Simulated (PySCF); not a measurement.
An unknown is described by computed data only.

Formula: C7H13BO2.

| Quantity | Value |
| --- | --- |
| 13C NMR | chemical shifts (computed TMS as zero) by class: 149.5 (1 C), 117.6 (1 C), 52.2 (1 C), 42.0 (1 C), 34.7 (1 C), 29.1 (1 C), 28.3 (1 C) ppm [GIAO B97-2/pcSseg-1] |
| Rotational structure | rotational constants A, B, C: 2.847, 0.647, 0.592 GHz [PBE0-D3(BJ)/def2-SVP] |
| Valence photoelectron | vertical ionisation energy: 9.19 eV [ΔSCF CAM-B3LYP/def2-SVPD] |
| UV, first state | lowest singlet excitation: 7.09 eV (175 nm, f = 0.004) [TDDFT CAM-B3LYP/def2-SVPD] |
| 1H NMR | chemical shifts (computed TMS as zero) by class: 5.77 (1 H), 5.22 (1 H), 5.07 (1 H), 2.69 (2 H), 2.15 (1 H), 1.88 (1 H), 1.71 (1 H), 1.58 (1 H), 1.57 (1 H), 1.28 (1 H), 1.12 (1 H), 1.00 (1 H) ppm [GIAO B97-2/pcSseg-1] |
| UV, strongest line | among the 10 lowest singlet transitions: S3 at 7.29 eV (170 nm, f = 0.571) [TDDFT CAM-B3LYP/def2-SVPD] |
| NMR, other nuclei | isotropic shieldings of nuclei other than C and H, by class: 72 (1 B), 216 (2 O) ppm [GIAO B97-2/pcSseg-1] |
| Triplet | lowest triplet excitation (Tamm–Dancoff): 4.36 eV [TDA CAM-B3LYP/def2-SVPD] |
| Polarisability | 103.6 au [CAM-B3LYP/def2-SVPD] |

Gas-phase values; electronic properties from PySCF, density fitting. Levels stand in brackets. Isolated species at its PBE0-D3(BJ)/def2-SVP geometry (one conformer only). Each NMR value is the plain mean over a class of atoms that symmetry, rotation or inversion makes alike.

Task: What is the compound? Reason from the data.

Result: Numbering: `[CH2:1]=[CH:2][C@@H:3]1[CH2:4][CH2:5][C@H:6]([B:7]([OH:8])[OH:9])[CH2:10]1`. 7 carbons fall into 7 classes; from least to most shielded: alkene CH carbon [C2] (149.5 ppm), terminal =CH2 carbon [C1] (117.6 ppm), allylic carbon [C3] (52.2 ppm), ring CH2 carbon [C10] (42.0 ppm), ring CH2 carbon [C4] (34.7 ppm), ring CH2 carbon [C5] (29.1 ppm), ring sp3 carbon bound to boron [C6] (28.3 ppm). Hydrogen classes from least to most shielded: 1 H on an alkene CH carbon, C2 (5.77 ppm), 1 H on a terminal =CH2 carbon, C1 (5.22 ppm), 1 H on a terminal =CH2 carbon, C1 (5.07 ppm), 2 H on 2 boron-bound oxygens, O8/O9 (2.69 ppm), 1 H on an allylic carbon, C3 (2.15 ppm), 1 H on a ring CH2 carbon, C5 (1.88 ppm), 1 H on a ring CH2 carbon, C4 (1.71 ppm), 1 H on a ring CH2 carbon, C5 (1.58 ppm), 1 H on a ring CH2 carbon, C10 (1.57 ppm), 1 H on a ring CH2 carbon, C4 (1.28 ppm), 1 H on an sp3 carbon bound to boron, C6 (1.12 ppm), 1 H on a ring CH2 carbon, C10 (1.00 ppm). The other shieldings belong to: 72 ppm, three-coordinate boron [B7]; 216 ppm, boron-bound oxygen [O8/O9]. The first electron is taken from the HOMO, whose largest Löwdin shares are 0.36 on the terminal =CH2 carbon, 0.31 on the alkene CH carbon, 0.07 on the allylic carbon and 0.05 on a ring CH2 carbon. The optimised geometry has point group C1 and is an asymmetric top. Structure: `C=C[C@@H]1CC[C@H](B(O)O)C1`. Computed isomers that give other values at the same levels: `C=C[C@@H]1CC[C@@H](B(O)O)C1` (13C chemical shifts (computed TMS as zero) by class: 147.3 (1 C), 116.7 (1 C), 50.0 (1 C), 37.5 (1 C), 36.0 (1 C), 26.3 (1 C), 22.0 (1 C) ppm); `CCCC[B@H-]1OC=CC=[O+]1` (rotational constant A: 2.188 GHz; this holds for the one conformer computed); `C[C@@H]1CC2(CC2)[C@@H]1B(O)O` (13C chemical shifts (computed TMS as zero) by class: 40.2 (1 C), 31.2 (1 C), 29.4 (1 C), 22.0 (1 C), 18.5 (1 C), 14.3 (1 C), 10.5 (1 C) ppm). The assignments are read from this structure; whether some other isomer fits the data as well wasn't checked. The mirror image fits equally.
